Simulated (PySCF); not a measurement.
A small calculation by hand: entropy of an ideal gas

TeHBr, SMILES Br[TeH].

Coordinates come from a B3LYP-D3(BJ)/def2-TZVP optimisation. The def2 effective core potentials stand for the cores of Te; spin–orbit coupling is left out.

B3LYP-D3(BJ)/def2-TZVP (PySCF) gives the harmonic wavenumbers 250, 626, 2108 cm⁻¹ and the rotational temperatures 8.7870, 0.0773, 0.0766 K. The molar mass is 208.51 g/mol, the symmetry number 1, the spin multiplicity 1.

Problem. Work out the entropy at 298.15 K and 1 atm in the rigid-rotor, harmonic-oscillator model.

Solution. 
Translation (Sackur–Tetrode at 1 atm): S = R[1.5 ln M + 2.5 ln T − 1.16487] = 175.3 J/(mol K).
Rotation: q = (√π/σ) T^1.5/√(θA θB θC) = 40000, S = R[ln q + 3/2] = 100.6 J/(mol K).
Vibration: with u = 1.4388 ν/T, each mode gives R[u/(e^u − 1) − ln(1 − e^−u)]:
```
ν (cm⁻¹)  modes     u  S (J/(mol K))
--------  -----  ----  -------------
250           1  1.21           7.24
626           1  3.02           1.70
```
The stiffer modes add less than 0.005 each. Sum 8.9 J/(mol K).
Spin: R ln 1 = 0.0 J/(mol K).
Total 284.9 J/(mol K); the program's own thermochemistry gives 284.9. Translation makes up 62 % and vibration 3 %. Anharmonicity, hindered rotation and orbital degeneracy are left out.
